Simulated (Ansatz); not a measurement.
Reactions of CH₃FO₂Si, SMILES `O[Si]1(F)CO1`.

Isolated molecules relaxed with PBE0-D4/def2-TZVP in Ansatz; ΔE leaves out vibrations. CCSD(T)/CBS is the MP2 limit (def2-TZVPP, def2-QZVPP) plus CCSD(T) − MP2 in def2-TZVPP, frozen cores. This one scheme is used for every species, atoms too. DFT in def2-TZVPP. No spin–orbit coupling; open shells (•) take unrestricted orbitals. Spin–orbit coupling would lower the free atoms: a little for C, F, O, Si. Elements past krypton have def2 core potentials. Bonds to Se, Sn are less sure, by a few kJ/mol each and by 10 to 20 or more in all where they break to atoms, as the def2 sets lack core-valence functions. Scalar relativity is left out up to krypton. One conformer a species, not always the lowest.

| reaction | r2SCAN-D4 (eV) | HF/CBS(def2) (eV) | CCSD(T)/CBS(def2) (eV) |
| --- | --- | --- | --- |
| `O[Si]1(F)CO1` → `O=CO[SiH2]F` | 0.03 | -0.37 | 0.06 |
| `O[Si]1(F)CO1` + H₂Se → `F[Si]1([SeH])CO1` + H₂O | 0.46 | 0.72 | 0.43 |
| `O[Si]1(F)CO1` + H₂ → `F[SiH]1CO1` + H₂O | 0.99 | 0.91 | 0.92 |
| `O[Si]1(F)CO1` + `[SnH4]` → `O[Si]1([SnH3])CO1` + H–F | 1.31 | 1.69 | 1.22 |
| `O[Si]1(F)CO1` → C• + F• + 3 H• + 2 O• + Si• | 34.41 | 23.93 | 34.43 |
| `O[Si]1(F)CO1` + `O[SiH3]` → `O[Si]1(O[SiH3])CO1` + H–F | 0.21 | 0.19 | 0.12 |

Largest T1 diagnostic: 0.015, for `O=CO[SiH2]F`.
